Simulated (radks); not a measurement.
The numbers below are computed, except where a source is named.
Isoelectronic series with 5 electrons, all held in the configuration [He] 2s2 2p1, which need not be the ground one along the series. Level of theory: Dirac Kohn-Sham, PBE, spin-unpolarised, spherical densities, point nucleus; open shells fill j = l - 1/2 first (a radial shooting solver on a logarithmic mesh with Libxc functionals). Total energies (hartree) and orbital eigenvalues (hartree):

ion    E (hartree)      2p1/2      2s1/2
B        -24.60328   -0.13259   -0.34698
N2+      -52.89395   -1.37907   -1.80642
F4+      -92.24254   -3.65104   -4.28838
Al8+    -204.19039  -11.22783  -12.28287
P10+    -276.86377  -16.53410  -17.79851
Cl12+   -360.73488  -22.85702  -24.33183
K14+    -455.86292  -30.20175  -31.88836
Sc16+   -562.31562  -38.57447  -40.47461
V18+    -680.16941  -47.98235  -50.09805
Mn20+   -809.50960  -58.43354  -60.76713
Cu24+  -1103.03701  -82.50331  -85.28090
Ga26+  -1267.44232  -96.14321  -99.14751
As28+  -1443.77108  -110.8691  -114.1037
Br30+  -1632.15846  -126.6944  -130.1631
Rb32+  -1832.75099  -143.6336  -147.3407
Nb36+  -2271.19790  -180.9183  -185.1163
Tc38+  -2509.40763  -201.2994  -205.7508
Rh40+  -2760.53475  -222.8659  -227.5764
Ag42+  -3024.79265  -245.6391  -250.6150

Estimate the row of Co22+.

Answer. E (hartree) -950.43077; 2p1/2 -69.93714; 2s1/2 -72.49127.
